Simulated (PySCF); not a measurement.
**Atomic charges against the basis set**

C₂H₆N₂Si₂.
Geometry (PBE0-D3(BJ)/def2-SVP, Å), atoms numbered from 1 in this order:
```xyz
12
C2H6N2Si2 angstrom
N      2.1434    1.4650   -1.7840
C      1.9564    0.8506   -0.8192
C      1.7003    0.0807    0.3884
N      0.7517   -0.7408    0.5387
Si    -0.5484   -1.1861   -0.5709
Si    -2.4430   -0.0747    0.2535
H      2.4188    0.2708    1.2059
H     -0.6997   -2.6647   -0.4675
H     -0.2703   -0.8067   -1.9936
H     -2.6394   -0.4132    1.6946
H     -3.6484   -0.4898   -0.5268
H     -2.2452    1.3998    0.1105
```

PBE0 throughout (PySCF), one geometry, spherical d and f functions. Geometry: PBE0-D3(BJ)/def2-SVP, one conformer, isolated molecule. The first 7 of 9 kinds of atom are listed.

Mulliken charges (e):

```
        basis  functions      N1      C2      C3      N4     Si5     Si6      H7
       STO-3G         44  -0.181  +0.048  +0.019  -0.359  +0.523  +0.360  +0.105
        6-31G         74  -0.267  +0.073  +0.111  -0.564  +0.558  +0.266  +0.224
     pcSseg-0         74  -0.336  +0.009  +0.287  -0.762  +0.516  +0.048  +0.277
       6-31G*        104  -0.333  +0.212  +0.033  -0.430  +0.393  +0.130  +0.217
      cc-pVDZ        122  -0.108  -0.062  +0.150  -0.294  +0.279  +0.078  +0.082
     def2-SVP        122  -0.011  -0.127  +0.083  -0.311  +0.340  +0.149  +0.091
  aug-cc-pVDZ        200  -0.318  +0.121  +0.560  -0.348  -0.265  -0.924  -0.286
6-311+G(2d,p)        214  -0.286  +0.299  -0.164  -0.354  +0.391  +0.137  +0.149
    def2-TZVP        234  +0.006  -0.213  +0.091  -0.247  +0.207  +0.015  +0.148
      cc-pVTZ        272  -0.043  -0.066  +0.011  -0.234  +0.210  +0.050  +0.144
     IGLO-III        288  -0.263  +0.065  +0.187  -0.502  +0.605  +0.487  +0.131
     pcSseg-2        314  -0.122  +0.012  +0.142  -0.419  +0.456  +0.343  +0.074
```

IAO charges (e):

| basis | functions | N1 | C2 | C3 | N4 | Si5 | Si6 | H7 |
| --- | --- | --- | --- | --- | --- | --- | --- | --- |
| STO-3G | 44 | -0.144 | +0.031 | -0.062 | -0.364 | +0.552 | +0.393 | +0.145 |
| 6-31G | 74 | -0.188 | +0.080 | -0.004 | -0.429 | +0.464 | +0.173 | +0.179 |
| pcSseg-0 | 74 | -0.186 | +0.080 | +0.002 | -0.427 | +0.450 | +0.120 | +0.171 |
| 6-31G* | 104 | -0.193 | +0.091 | +0.021 | -0.469 | +0.569 | +0.270 | +0.167 |
| cc-pVDZ | 122 | -0.188 | +0.086 | +0.017 | -0.463 | +0.561 | +0.267 | +0.167 |
| def2-SVP | 122 | -0.185 | +0.086 | +0.019 | -0.463 | +0.569 | +0.277 | +0.162 |
| aug-cc-pVDZ | 200 | -0.201 | +0.096 | +0.016 | -0.471 | +0.565 | +0.269 | +0.172 |
| 6-311+G(2d,p) | 214 | -0.203 | +0.098 | +0.016 | -0.480 | +0.590 | +0.291 | +0.172 |
| def2-TZVP | 234 | -0.201 | +0.097 | +0.018 | -0.483 | +0.598 | +0.295 | +0.171 |
| cc-pVTZ | 272 | -0.199 | +0.095 | +0.018 | -0.478 | +0.587 | +0.283 | +0.171 |
| IGLO-III | 288 | -0.202 | +0.098 | +0.016 | -0.482 | +0.595 | +0.294 | +0.172 |
| pcSseg-2 | 314 | -0.201 | +0.097 | +0.018 | -0.482 | +0.594 | +0.292 | +0.172 |

Which scheme is steadiest as the basis changes?

Largest range over the bases for any column: IAO 0.27 e, Mulliken 1.41 e. IAO charges move least and Mulliken charges most, counted in e. Without the minimal STO-3G basis the ranges are IAO 0.18, Mulliken 1.41 e.

How much do the charges still move between the two largest bases, IGLO-III and pcSseg-2?

At most, over all atoms: Mulliken 0.149 e, IAO 0.001 e.

What do the same runs give for the total energy, the frontier levels and the dipole moment?

```
        basis  energy (Eh)  HOMO (eV)  LUMO (eV)  μ (D)
       STO-3G    -758.7277      -4.89       1.03   2.33
        6-31G    -767.6319      -7.67      -2.21   1.83
     pcSseg-0    -766.6576      -7.85      -2.46   1.89
       6-31G*    -767.7560      -7.90      -2.29   1.91
      cc-pVDZ    -767.8045      -7.91      -2.33   1.95
     def2-SVP    -767.4721      -7.98      -2.45   1.89
  aug-cc-pVDZ    -767.8175      -8.08      -2.56   2.11
6-311+G(2d,p)    -767.8696      -8.15      -2.61   2.09
    def2-TZVP    -767.8870      -8.11      -2.58   2.09
      cc-pVTZ    -767.8846      -8.08      -2.53   2.07
     IGLO-III    -767.8891      -8.14      -2.60   2.11
     pcSseg-2    -767.8977      -8.13      -2.60   2.05
```

The dipole is fixed by the density alone, so its range of 0.50 D shows that the density itself changes with the basis, not only its division among atoms.
